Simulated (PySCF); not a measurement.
Vertical excitations of a molecule C₄H₇Cl from TDA-LC-ωPBE/def2-SVPD run with PySCF, as energy in eV (oscillator strength): 7.64 (0.058), 7.66 (0.045), 8.06 (0.549), 8.15 (0.086), 8.27 (0.006), 8.78 (0.004), 8.95 (0.033), 9.03 (0.050), 9.06 (0.022), 9.33 (0.007). Lowest triplet (TDA): 4.19 eV. Geometry optimised at PBE0-D3(BJ)/def2-SVP. Other conformers were not sampled.

Q: Pick the molecule that these values belong to.
(A) C[C@@H]1C[C@H]1Cl
(B) C/C=C(\C)Cl
(C) C=CCCCl
(D) ClC1CCC1

A: C, C=CCCCl
